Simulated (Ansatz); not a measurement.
NaSn₆⁻ (the lowest singlet isomer of a short search), 7 atoms. Hardware: 4 threads of Arm Neoverse V1 on a shared host.

In the def2 sets Sn takes a core potential; there is no spin–orbit coupling. Correlated methods freeze 25 core orbitals; core or outer-core shells of Na, Sn are correlated, in sets that lack core-valence functions.

**Question.** How many basis functions does each of these Ansatz runs have, and roughly what does it cost? PBE-D4/def2-TZVPD, charge -1 singlet, energy and forces, from earlier orbitals; RPA@PBE/def2-SVPD, charge -1 singlet, energy, from earlier orbitals; r2SCAN0-D4/def2-TZVPD, charge -1 singlet, energy, from earlier orbitals; r2SCAN-D4/def2-TZVPD, charge -1 singlet, energy, from earlier orbitals; BHLYP-D4/def2-TZVPD, charge -1 singlet, energy, from earlier orbitals; r2SCAN-D4/def2-SVPD, charge -1 singlet, relaxation, 6 steps; PBE0-D4/def2-TZVPD, charge -1 singlet, energy, from earlier orbitals; B97M-V/def2-TZVPD, charge -1 singlet, energy, from earlier orbitals; MP2/def2-SVPD, charge -1 singlet, energy, from earlier orbitals.

**Answer.** Other jobs shared the machine, so times can vary by a factor of up to 3. A dash marks memory too small to be measured apart from the calling script's.

| run | functions | fitting or Cholesky vectors | wall time | peak host memory (GiB) |
| --- | --- | --- | --- | --- |
| MP2/def2-SVPD, charge -1 singlet, energy, from earlier orbitals | 210 | 2715 | 13 s | 1.1 |
| PBE-D4/def2-TZVPD, charge -1 singlet, energy and forces, from earlier orbitals | 371 | 2742 | 17 s | 1.2 |
| RPA@PBE/def2-SVPD, charge -1 singlet, energy, from earlier orbitals | 210 | 2715 | 25 s | 1.2 |
| r2SCAN-D4/def2-TZVPD, charge -1 singlet, energy, from earlier orbitals | 371 | 2742 | 29 s | 1.2 |
| BHLYP-D4/def2-TZVPD, charge -1 singlet, energy, from earlier orbitals | 371 | 3391 | 38 s | 2.9 |
| PBE0-D4/def2-TZVPD, charge -1 singlet, energy, from earlier orbitals | 371 | 3391 | 45 s | 2.9 |
| r2SCAN0-D4/def2-TZVPD, charge -1 singlet, energy, from earlier orbitals | 371 | 3391 | 53 s | 3 |
| B97M-V/def2-TZVPD, charge -1 singlet, energy, from earlier orbitals | 371 | 2742 | 54 s | 1.4 |
| r2SCAN-D4/def2-SVPD, charge -1 singlet, relaxation, 6 steps | 210 | 2313 | 75 s | – |
